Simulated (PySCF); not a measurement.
**Electron correlation in Au²⁺ (gold, charge +2)**

[Xe] 4f14 5d9, 2D determinant. Calculation: PySCF 2.14, in def2-QZVPPD with the def2 core potential (60 electrons); scalar relativity through the core potential. Frozen: 5s2 5p6; 9 electrons correlated.

```tsv
level	correlation energy (mhartree)
CCSD	-258.15
(T)	-8.53
CCSD(T)	-266.68
```

Diagnostics: T1 = 0.0052, D1 = 0.0182, largest double amplitude 0.033.

Spin-orbit coupling, absent here, splits the open shell strongly.

Cost of the coupled-cluster step: roughly 60 core-seconds, for 9 correlated electrons.

Iterations:

```
CC2 = 0
CCSD nocc = (np.int64(5), np.int64(4)), nmo = (84, 84)
frozen orbitals [[0, 1, 2, 3], [0, 1, 2, 3]]
max_cycle = 100
direct = 0
conv_tol = 1e-08
conv_tol_normt = 1e-06
diis_space = 8
diis_start_cycle = 0
Init t2, MP2 energy = -0.268312367333023
Init E_corr(UCCSD) = -0.268312367334903
cycle = 1  E_corr(UCCSD) = -0.255565973668401  dE = 0.0127463937  norm(t1,t2) = 0.0244115
cycle = 2  E_corr(UCCSD) = -0.257554583674662  dE = -0.00198861001  norm(t1,t2) = 0.0102507
cycle = 3  E_corr(UCCSD) = -0.257890282228695  dE = -0.000335698554  norm(t1,t2) = 0.00683569
cycle = 4  E_corr(UCCSD) = -0.258183443736904  dE = -0.000293161508  norm(t1,t2) = 0.00322038
cycle = 5  E_corr(UCCSD) = -0.258148716562108  dE = 3.47271748e-05  norm(t1,t2) = 0.0013481
cycle = 6  E_corr(UCCSD) = -0.258142136704455  dE = 6.57985765e-06  norm(t1,t2) = 0.000488525
cycle = 7  E_corr(UCCSD) = -0.258160116248559  dE = -1.79795441e-05  norm(t1,t2) = 0.000244679
cycle = 8  E_corr(UCCSD) = -0.258152718750849  dE = 7.39749771e-06  norm(t1,t2) = 0.000107567
cycle = 9  E_corr(UCCSD) = -0.258152963097225  dE = -2.44346376e-07  norm(t1,t2) = 1.55893e-05
cycle = 10  E_corr(UCCSD) = -0.258153215534839  dE = -2.52437614e-07  norm(t1,t2) = 4.55594e-06
cycle = 11  E_corr(UCCSD) = -0.258153111468463  dE = 1.04066376e-07  norm(t1,t2) = 2.0357e-06
cycle = 12  E_corr(UCCSD) = -0.258153114012913  dE = -2.54444987e-09  norm(t1,t2) = 1.03358e-06
cycle = 13  E_corr(UCCSD) = -0.258153109191413  dE = 4.82150042e-09  norm(t1,t2) = 3.62985e-07
UCCSD converged
E(UCCSD) = -134.0683458806098  E_corr = -0.2581531091914125
UCCSD(T) correction = -0.00853087533118145
```
